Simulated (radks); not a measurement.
The numbers below are computed, except where a source is named.
Ionisation of the thulium ion Tm+, [Xe] 4f13 6s1, to Tm2+, [Xe] 4f13, under several functionals. Scalar-relativistic Kohn-Sham, spin-polarised, spherical densities, point nucleus; open shells are filled with parallel spins first (spin-orbit coupling, left out, can overturn this in heavy ions); a radial shooting solver on a logarithmic mesh with Libxc functionals.

functional,E(Tm+) (hartree),Exc (hartree),IE (eV),-e(HOMO) (eV),<r> HOMO (bohr),IE error (eV)
exchange-only LDA,-13551.8201,-269.4891,11.811,8.054,0.8088,-0.254
Wu-Cohen GGA,-13566.2032,-283.9624,12.233,9.338,0.8065,+0.168
PW91,-13568.7127,-286.4810,12.354,9.388,0.8078,+0.289
HCTH/407,-13575.3491,-293.4943,12.026,9.412,3.554,-0.039
B86b exchange with PBE correlation,-13568.3557,-286.1200,12.323,9.312,0.8073,+0.258
BLYP,-13568.1222,-285.8637,12.396,9.140,0.8104,+0.331
PBEsol,-13562.9702,-280.7228,12.238,9.349,0.8071,+0.173

NIST Atomic Spectra Database: 12.07 eV (semi-empirical). Closest: HCTH/407. The Delta-SCF values span 0.58 eV, the total energies 23.53 hartree. The highest occupied level is 4f. Open shells are spherical and high-spin; term and fine-structure splittings are not resolved. Spin-orbit splitting is averaged out at the scalar-relativistic level.
